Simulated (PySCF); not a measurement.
The 7-electron isoelectronic series, spin-free X2C

Calculated with PySCF 2.14 from differences of total energies of unrestricted determinants, without spin-orbit coupling. Each ion has its own even-tempered basis scaled to its charge (22s13p6d6f5g for the first); frozen: nothing. Ionisation energies in eV, correlation energies of the ion in mhartree.

```csv
ion,configuration,UHF,LDA,PBE,PBE0,r2SCAN,MP2 (all electrons),E_corr MP2,"NIST (with spin-orbit, Breit and QED)"
O⁺,[He] 2s2 2p3 (4S),34.569,35.583,35.272,35.305,35.477,35.240,-167.0,35.121
Sc¹⁴⁺,[He] 2s2 2p3 (4S),930.58,930.13,929.95,930.40,931.44,930.91,-203.0,926.5 ± 0.7 (s)
Mn¹⁸⁺,[He] 2s2 2p3 (4S),1440.2,1439.2,1439.1,1439.7,1441.0,1440.4,-206.9,1430.9 ± 2.2 (s)
Fe¹⁹⁺,[He] 2s2 2p3 (4S),1584.9,1583.8,1583.8,1584.4,1585.7,1585.1,-208.0,1575.6 ± 0.5
Co²⁰⁺,[He] 2s2 2p3 (4S),1736.6,1735.3,1735.3,1736.0,1737.4,1736.8,-209.0,1724 ± 3 (s)
Ni²¹⁺,[He] 2s2 2p3 (4S),1895.3,1893.8,1893.9,1894.5,1896.1,1895.4,-210.2,1880 ± 5 (s)
Cu²²⁺,[He] 2s2 2p3 (4S),2060.9,2059.3,2059.4,2060.1,2061.7,2061.0,-211.3,2044 ± 6 (s)
Zn²³⁺,[He] 2s2 2p3 (4S),2233.6,2231.8,2232.0,2232.7,2234.3,2233.6,-211.9,2214 ± 8 (s)
Ga²⁴⁺,[He] 2s2 2p3 (4S),2413.2,2411.4,2411.5,2412.3,2414.0,2413.3,-213.0,2391 ± 18 (s)
Ge²⁵⁺,[He] 2s2 2p3 (4S),2599.9,2597.9,2598.1,2598.9,2600.7,2599.9,-213.8,2575 ± 19 (s)
```

Each ion has its own basis, which adds noise of up to about 0.1 % along the series.

NIST values marked (s) are semi-empirical, (t) theoretical. Open shells are high-spin determinants of the terms that Hund's rules give; for the heavier ions, far from LS coupling, these are not the ground levels.

Spin-orbit coupling of the open shells is absent from the calculated values and included in NIST's; it grows fast with Z.

At high Z the X2C-1e correlation energies are inflated by the missing two-electron picture change in the 1s pairs.
